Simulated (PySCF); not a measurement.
SMILES F[Si](F)(F)[SiH2][GeH3] (H5F3GeSi2) (GFN2-xTB optimised geometry):

```
11

F      0.056    -1.902    -1.259
Si     0.388    -0.987     0.000
F      0.047    -1.949     1.219
F      1.979    -0.987     0.000
Si    -0.613     1.060     0.000
Ge    -0.665     1.997    -2.146
H      0.111     1.949     0.922
H     -1.979     0.928     0.529
H     -1.340     1.160    -3.189
H      0.679     2.295    -2.738
H     -1.387     3.309    -2.216
```

Level of theory: PBE/def2-TZVP (PySCF).

Question: What are the frontier orbital energies and the dipole moment?

Answer: HOMO-2 -8.55 eV, HOMO-1 -8.39 eV, HOMO -8.00 eV, LUMO -1.88 eV, LUMO+1 -1.75 eV; dipole moment 2.86 D.

Meta-Löwdin charges at PBE/def2-TZVP: F1 -0.47, Si2 1.40, F3 -0.47, F4 -0.47, Si5 0.06, Ge6 0.08, H7 -0.03, H8 -0.03, H9 -0.02, H10 -0.02, H11 -0.02.
